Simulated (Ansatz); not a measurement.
CSe, closed-shell singlet (the spin of the measured ground state), most abundant isotopes (12.0000 and 79.9165 u). Constants from fifth-degree fits in 1/R to seven points on the lowest solution found; no spin–orbit coupling, no relativity up to Kr; ω_e x_e and α_e move by some per cent with the fit.

Correlated levels freeze the inner cores; with def2 sets outer-core shells near the valence are correlated too.

Codes used: Ansatz (Gaussian basis) for Hartree–Fock, density functionals and correlated methods. 

Total energies (hartree; each atom in its lowest state at that level) and vibrational constants (cm⁻¹):

```csv
level,E(CSe) at r_e,E(C),E(Se),ω_e,ω_e x_e
PBE/def2-TZVPP,-2439.165163,-37.795970,-2401.124886,1022,4.4
B3LYP/def2-TZVPP,-2439.606672,-37.859478,-2401.525648,1059,4.4
wB97M-V/def2-TZVPP,-2439.426137,-37.846388,-2401.357930,1113,4.0
CCSD(T)/def2-QZVPP,-2438.400311,-37.786508,-2400.386812,1042,4.8
```

Problem. Work out D_e and D₀ in eV.

Solution. 
D_e = E(C) + E(Se) − E(molecule), times 27.2114 eV; D₀ = D_e − (ω_e/2 − ω_e x_e/4)/8065.54.
- PBE/def2-TZVPP: D_e = 6.648, zero point 0.063, D₀ = 6.585 eV
- B3LYP/def2-TZVPP: D_e = 6.029, zero point 0.065, D₀ = 5.963 eV
- wB97M-V/def2-TZVPP: D_e = 6.036, zero point 0.069, D₀ = 5.967 eV
- CCSD(T)/def2-QZVPP: D_e = 6.177, zero point 0.064, D₀ = 6.112 eV
No counterpoise correction is made.

Doubts at one or more of the structures used: a restricted determinant that unrestricted orbitals would lower (CCSD(T)/def2-QZVPP).

Ansatz is an electronic-structure program.
